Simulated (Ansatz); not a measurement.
Reaction (hydrogen abstraction from a B–H bond): `CBCC` + `[CH3]`• → `C[B]CC`• + CH₄

Gas-phase electronic energies from Ansatz, PBE0-D4/def2-TZVP geometries. CBS: MP2 limit from def2 TZ/QZ plus the TZ coupled-cluster correction, frozen cores. This one scheme is used for every species. DFT in def2-TZVPP. B3LYP here is the variant with VWN-RPA as its local correlation; programs differ in this. No spin–orbit coupling; open shells (•) take unrestricted orbitals. One conformer a species, not always the lowest.

CCSD(T)/CBS gives -0.14 eV.

Question: Another level gave -0.29 eV. Which?
A. PBE-D4/def2-TZVPP
B. BHLYP/def2-TZVPP
C. PBE0-D4/def2-TZVPP
D. B3LYP-D4/def2-TZVPP

Answer: A. PBE-D4 -0.29, BHLYP -0.06, PBE0-D4 -0.22, B3LYP-D4 -0.16 eV.

Question: What do rigid-rotor, harmonic-oscillator terms from PBE0-D4/def2-TZVP frequencies (298.15 K, 1 bar) make of the CCSD(T)/CBS value? (Estimate.)

Answer: Ansatz gave: ΔZPE = +0.12 eV, ΔH = -0.03 eV, ΔS = 0 J/(mol·K), ΔG = -0.03 eV. Open shells count their whole term as degenerate. Modes under 50 cm⁻¹ make the entropy rough.

Largest T1 diagnostic among the species: 0.011.

Leaving LDA and LC-ωPBE aside and taking each functional with its dispersion term where it has one, the values, not all of them listed here, spread over 0.22 eV, from PBE-D4 to BHLYP-D4. LDA lies −0.12 eV from PBE without D4. From r2SCAN to r2SCAN0 (25 % exact exchange), in def2-TZVPP and without D4, ΔE moves by +0.04 eV.
